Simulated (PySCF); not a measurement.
**Radial density of Sn⁺ (tin, charge +1)**

UHF, [Kr] 4d10 5s2 5p1, 2P determinant. Computed with PySCF 2.14 in x2c-SVPall (6s5p3d, 36 functions), with the spin-free X2C one-electron Hamiltonian (Gaussian nucleus).

```tsv
r (bohr)	4πr²ρ (e/bohr)	4πr²(ρα − ρβ)
0.0229	64.11	0.0025
0.0385	55.14	0.0081
0.0648	71.58	0.0128
0.109	77.43	-0.0002
0.183	57.06	0.0082
0.308	63.31	0.0149
0.519	21.32	0.0282
0.873	22.51	0.0166
1.47	6.854	0.1123
2.47	1.731	0.4268
4.15	0.2634	0.1501
6.98	0.006557	0.0057
```

Densities and radii are taken from the X2C orbitals without a picture-change correction, which distorts them close to the nucleus.
